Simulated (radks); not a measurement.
Question: Hf+, configuration [Xe] 4f14 5d3 (not the ground configuration). All-electron calculation, Dirac Kohn-Sham, PBE, spin-unpolarised, spherical densities, finite nucleus; open shells are shared between the two j in proportion to 2j + 1; Fermi nuclear charge, rms radius 5.347 fm. Program: a radial shooting solver on a logarithmic mesh with Libxc functionals. Some entries of the table are withheld. Estimate them.

orbital  occ.  eigenvalue (Ry)  <r> (bohr)  <1/r> (bohr^-1)
1s1/2       2        -4790.889     0.01899            83.78
2s1/2       2        -819.1421     0.07978            20.31
2p1/2       2        -782.5026     0.06612            20.28
2p3/2       4        -694.9064     0.07385            17.23
3s1/2       2        -186.9156      0.2082            7.451
3p1/2       2        -170.6376      0.1981            7.367
3p3/2       4        -151.8657      0.2124            6.581
3d3/2       4        -124.2608      0.1863            6.472
3d5/2       6        -120.1665      0.1908            6.284
4s1/2       2        -37.94322      0.4682            3.123
4p1/2       2        -31.26794      0.4746            3.013
4p3/2       4        -26.97223      0.5074            2.739
4d3/2       4        -15.98995      0.5285            2.520
4d5/2       6        -15.20310      0.5399            2.453
5s1/2       2         -5.27125       1.139            1.179
5p1/2       2         -3.39025       1.272              (1)
5p3/2       4         -2.82552       1.384              (2)
4f5/2       6         -1.66565      0.6717              (3)
4f7/2       8         -1.53754      0.6848              (4)
5d3/2     1.2         -0.60592       2.337           0.5657
5d5/2     1.8         -0.57196       2.434           0.5425

Answer: 
(1) 5p1/2 <1/r> (bohr^-1): 1.043
(2) 5p3/2 <1/r> (bohr^-1): 0.9451
(3) 4f5/2 <1/r> (bohr^-1): 1.933
(4) 4f7/2 <1/r> (bohr^-1): 1.901
